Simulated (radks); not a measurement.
Q: The neodymium ion Nd4+, 56 electrons, occupied as [Xe] 4f2. All-electron calculation, scalar-relativistic Kohn-Sham, r2SCAN, spin-polarised, spherical densities, finite nucleus; open shells are filled with parallel spins first (spin-orbit coupling, left out, can overturn this in heavy ions); meta-GGA in the generalised Kohn-Sham scheme; Fermi nuclear charge, rms radius 4.9123 fm. Program: a radial shooting solver on a logarithmic mesh with Libxc functionals. Some entries of the table are withheld. Estimate them.

| orbital | occ. | eigenvalue (eV) | <r^2> (bohr^2) | r(max) (bohr) |
|---|---|---|---|---|
| 1s up | 1 | -43518.09 | 0.0007602 | 0.01510 |
| 1s down | 1 | -43518.09 | 0.0007602 | 0.01510 |
| 2s down | 1 | -7102.537 | 0.01203 | 0.08546 |
| 2s up | 1 | -7102.526 | 0.01203 | 0.08546 |
| 2p down | 3 | -6351.276 | 0.009630 | 0.06894 |
| 2p up | 3 | -6351.271 | 0.009630 | 0.06894 |
| 3s up | 1 | -1591.321 | 0.08081 | 0.2435 |
| 3s down | 1 | -1590.473 | 0.08075 | 0.2434 |
| 3p up | 3 | -1353.103 | 0.08095 | 0.2386 |
| 3p down | 3 | -1352.252 | 0.08088 | 0.2385 |
| 3d up | 5 | -1022.633 | 0.06887 | 0.1964 |
| 3d down | 5 | -1021.960 | 0.06878 | 0.1964 |
| 4s up | 1 | -362.3028 | 0.4127 | 0.5644 |
| 4s down | 1 | -360.0043 | 0.4125 | 0.5642 |
| 4p up | 3 | -283.4325 | 0.4641 | 0.5884 |
| 4p down | 3 | -281.1026 | 0.4640 | 0.5881 |
| 4d up | 5 | -170.7801 | (1) | 0.6153 |
| 4d down | 5 | -168.4149 | (2) | 0.6150 |
| 5s up | 1 | -84.7051 | 2.191 | 1.284 |
| 5s down | 1 | -83.5514 | 2.225 | 1.290 |
| 5p up | 3 | -63.6157 | 2.769 | 1.424 |
| 5p down | 3 | -62.7547 | 2.815 | 1.433 |
| 4f up | 2 | -50.2076 | 0.9983 | 0.6356 |
| 4f down | 0 | -48.0016 | 1.030 | 0.6365 |

A: 
(1) 4d up <r^2> (bohr^2): 0.5636
(2) 4d down <r^2> (bohr^2): 0.5645
